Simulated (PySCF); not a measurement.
Isomers of C2H9Ge2NO and their computed core-level spectra.

Level of theory: delta-SCF UKS SCAN, pcX-2 on the ionised atom, pcseg-1 elsewhere, spin-free X2C in PySCF. Geometries: PBE0-D3(BJ)/def2-SVP; isolated species, one conformer each.

Line lists (1s up to Mg, 2p3/2 beyond, nothing for Ge; areas count atoms within a level, one atom standing for each set equivalent by bonding):
1. C 1s: 291.11 (area 1), 293.63 (area 1) eV; N 1s: 406.17 eV; O 1s: 537.09 eV
2. C 1s: 291.04 (area 1), 293.40 (area 1) eV; N 1s: 404.36 eV; O 1s: 536.68 eV
3. C 1s: 290.25 (area 1), 293.76 (area 1) eV; N 1s: 405.98 eV; O 1s: 536.77 eV

Structures:
A. `NC(=O)[CH]([GeH3])[GeH3]`
B. `CC(=O)[N]([GeH3])[GeH3]`
C. `O=CN[CH]([GeH3])[GeH3]`

**Question.** Which list belongs to which compound?

**Answer.** 
- 1 = C: another candidate has the same counts of sites, so positions decide. C 1s: 291.11 sp3 carbon bound to nitrogen, 293.63 amide carbonyl carbon; N 1s: 406.17 amide nitrogen; O 1s: 537.09 amide oxygen.
- 2 = B: another candidate has the same counts of sites, so positions decide. C 1s: 291.04 methyl carbon next to a carbonyl, 293.40 amide carbonyl carbon; N 1s: 404.36 amide nitrogen; O 1s: 536.68 amide oxygen.
- 3 = A: another candidate has the same counts of sites, so positions decide. C 1s: 290.25 sp3 carbon bound to germanium, 293.76 amide carbonyl carbon; N 1s: 405.98 amide nitrogen; O 1s: 536.77 amide oxygen.
